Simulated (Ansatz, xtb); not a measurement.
# C5H8BrCl: which of two isomers lies lower

We compare I, `Cl[C@@H]1CC[C@H](Br)C1`, a singlet, with II, `Cl[C@@H]1CC[C@@H](Br)C1`, a singlet. Both are isolated molecules in the gas phase, relaxed with PBE-D3(BJ)/def2-SVP; the shapes shown needn't be the lowest conformers.

I (Å):

```xyz
15

C    -0.8102   -0.4881    0.1223
C    -1.0491    0.8807    0.7768
C     0.2700    1.6230    0.5278
C     1.3017    0.5394    0.8583
C     0.6849   -0.7967    0.3734
Br    3.0792    0.8983    0.0919
Cl   -1.1494   -0.3762   -1.6686
H    -1.4901   -1.2781    0.4898
H    -1.9451    1.3932    0.3785
H    -1.2037    0.7240    1.8676
H     0.3433    1.8954   -0.5449
H     0.4009    2.5415    1.1309
H     1.4901    0.5097    1.9483
H     1.1694   -1.1597   -0.5511
H     0.8037   -1.5884    1.1397
```

II (Å):

| atom | x (Å) | y (Å) | z (Å) |
| --- | --- | --- | --- |
| C | -0.5277 | -2.0289 | -0.1606 |
| C | -1.1844 | -1.1915 | 0.9418 |
| C | -0.4466 | 0.1472 | 0.8379 |
| C | 1.0137 | -0.2733 | 0.6417 |
| C | 0.9564 | -1.5918 | -0.1662 |
| Br | 1.8804 | -0.5724 | 2.4144 |
| Cl | -1.3091 | -1.6452 | -1.7709 |
| H | -0.6633 | -3.1181 | -0.0347 |
| H | -0.9584 | -1.6650 | 1.9221 |
| H | -2.2829 | -1.1246 | 0.8322 |
| H | -0.7765 | 0.6723 | -0.0852 |
| H | -0.5961 | 0.8286 | 1.6958 |
| H | 1.6457 | 0.5042 | 0.1789 |
| H | 1.5970 | -2.3711 | 0.2889 |
| H | 1.3157 | -1.4391 | -1.2020 |

Quicker runs give these differences E(II) − E(I): GFN2-xTB −1.43 kcal/mol; HF/STO-3G +0.72 kcal/mol (at GFN2-xTB geometries); r2SCAN-D4/def2-SVP −1.47 kcal/mol (at GFN2-xTB geometries).

Task: Estimate E(II) − E(I) at the level CCSD(T)/def2-SVP + ΔMP2/def2-TZVPP.

Result: CCSD(T)/def2-SVP + ΔMP2/def2-TZVPP gives E(II) − E(I) = −1.02 kcal/mol, slightly favouring structure II, which is too small a margin to settle the true order.

The same difference at several levels:

| level | geometry | E(II) − E(I) (kcal/mol) | departure from the last row (kcal/mol) | job, with rough time for the two |
| --- | --- | --- | --- | --- |
| GFN2-xTB | GFN2-xTB | −1.43 | −0.41 | optimisation, 0.41 s |
| HF/STO-3G | GFN2-xTB | +0.72 | +1.74 | single point, 0.84 s |
| r2SCAN-D4/def2-SVP | GFN2-xTB | −1.47 | −0.46 | single point, 9.6 s |
| PBE-D3(BJ)/def2-SVP | PBE-D3(BJ)/def2-SVP | −1.30 | −0.28 | optimisation, 74 s |
| HF/def2-SVP | PBE-D3(BJ)/def2-SVP | −0.74 | +0.27 | part of the CCSD(T) run |
| MP2/def2-SVP | PBE-D3(BJ)/def2-SVP | −1.03 | −0.02 | part of the CCSD(T) run |
| CCSD(T)/def2-SVP | PBE-D3(BJ)/def2-SVP | −1.05 | −0.03 | single point |
| CCSD(T)/def2-SVP + ΔMP2/def2-TZVPP | PBE-D3(BJ)/def2-SVP | −1.02 |  | single point, 4.5 min |

As drawn, both hold the same kinds of bond in the same numbers.

HF/STO-3G puts the two in the other order. The largest departure from CCSD(T)/def2-SVP + ΔMP2/def2-TZVPP is that of HF/STO-3G, 1.74 kcal/mol. The last row adds to CCSD(T) the change of the MP2 difference between the two basis sets, here +0.03 kcal/mol.

With thermal terms from frequencies at re-optimised GFN2-xTB minima (ideal gas, soft modes damped towards free rotors, one conformer each, 298.15 K, 1 atm): on the last row, ΔE + ΔZPE = −1.03, ΔH = −1.08, ΔG = −0.90 kcal/mol.

The correlated steps freeze 19 core orbitals; the filled d shell of Br is correlated, in a basis made for valence electrons. Programs: Ansatz 0.2.0, xtb 6.7.1; the last row on 2 threads of Arm Neoverse V2 on a shared host.
